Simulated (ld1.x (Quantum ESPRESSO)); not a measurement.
# terbium (Tb): one change to a TM potential, before and after

ld1.x (Quantum ESPRESSO) 7.5 input, shortened:

```
&input
   title='Tb', zed=65., rel=1, dft='PZ', iswitch=3,
   config='[Xe] 4f8 5d1 6s1 6p1'
 /
 &inputp
   pseudotype=2, tm=.true., lloc=0,
   nlcc=.true., rcore=2.05
 /
3
6P  2  1   1.00   0.00  3.35  3.35  0.0
5D  3  2   1.00   0.00  2.25  2.25  0.0
6S  1  0   1.00   0.00  2.40  2.40  0.0
 &test
   configts(1)='5d1 6s1 6p1'
 /
```

All-electron outer shells of the reference configuration (LDA (PZ), scalar-relativistic, ld1.x):

```tsv
shell	level (eV)	outermost node (bohr)	outermost maximum (bohr)
5p	-29.31	0.69	1.33
4f	-10.50	–	0.55
6s	-5.13	1.57	3.24
5d	-3.65	0.77	1.94
6p	-2.00	1.88	4.37
```

Change: local potential all-electron potential smoothed inside 3.15 bohr (lloc = -1).

Cutoffs: the cutoffs (Ry, on a coarse ladder) from which the occupation-weighted sum of valence levels, in a spherical-Bessel basis at the reference potential, stays within 10 and 1 mRy of its value at 400 Ry; they do not see the model core or the augmentation charge, which bear on the density cutoff. Errors are all-electron minus pseudo energies relative to the spin-unpolarised reference configuration. Spin-polarised tests are left out, since the open f shell is frozen unpolarised in the core.

Task: What does the change do?

Result: The potential gets neither clearly harder nor softer (15 Ry and 25 Ry → 15 Ry and 25 Ry); a bound ghost appears in s, which as a rule spoils a file; of the 7 tests that both files solve, the error grows in 0 and shrinks in 5 by more than 15 % and 0.3 meV (median size 22.3 → 12.2 meV); the range in which the p phases agree narrows (upper end 2.3 → 0.1). In the separable form a ghost depends on how the local part lies against the semilocal potential of the channel, so the choice of the local part can create or remove one.

```tsv
quantity	base	changed
cutoff, loose	15 Ry	15 Ry
cutoff, tight	25 Ry	25 Ry
bound ghosts	none	s
error for 5d1 6s2 6p0, meV [ΔE -3.03 eV]	-2.7	+0.8
error for 5d1 6s1 6p0, meV [ΔE 3.92 eV]	-2.7	-1.5
error for 5d1 6s0 6p0, meV [ΔE 16.46 eV]	-35	-33
error for 5d2 6s1 6p0, meV [ΔE -1.09 eV]	-55	-41
error for 5d2 6s0 6p0, meV [ΔE 5.25 eV]	-66	-64
error for 5d1.5 6s1.5 6p0, meV [ΔE -2.11 eV]	-22	-12
error for 5d1 6s0 6p1, meV [ΔE 7.70 eV]	-8.3	+2.5
s: phases at 3.65 bohr within 0.05 rad from the reference energy up to (Ry; the scan ends near 5)	0.2	-0.2
p: phases at 3.65 bohr within 0.05 rad from the reference energy up to (Ry; the scan ends near 5)	2.3	0.1
d: phases at 3.65 bohr within 0.05 rad from the reference energy up to (Ry; the scan ends near 5)	0.8	1.0
```

 A true bound ghost makes a file unfit for plane-wave use even where its test errors are small: the radial tests pick states by their node count and pass the ghost by.
